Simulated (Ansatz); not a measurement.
Ansatz results at the PBE0-D4/def2-TZVP geometry: HOMO energy (B3LYP/def2-TZVPP) -8.13 eV; zero-point energy (PBE0-D4/def2-TZVP) 139.2 kJ/mol; HOMO–LUMO gap (PBE/def2-TZVPP) 4.36 eV.

Each molecule was computed in one conformer, which needn't be the lowest.

**Question.** Which molecule gave them?
A. `[NH2][Nb](=[O])([OH])[Cl]`
B. `[NH2][Nb]([F])(=[S])[Cl]`
C. `[OH][Nb]([F])([F])([F])[F]`
D. `[CH3][Nb](=[NH])([F])[F]`

**Answer.** D. The others give `[NH2][Nb](=[O])([OH])[Cl]`: -8.22, 112.0, 4.60; `[NH2][Nb]([F])(=[S])[Cl]`: -7.79, 80.7, 3.51; `[OH][Nb]([F])([F])([F])[F]`: -10.43, 58.4, 5.66.

B3LYP here is the variant with VWN-RPA as its local correlation; programs differ in this.
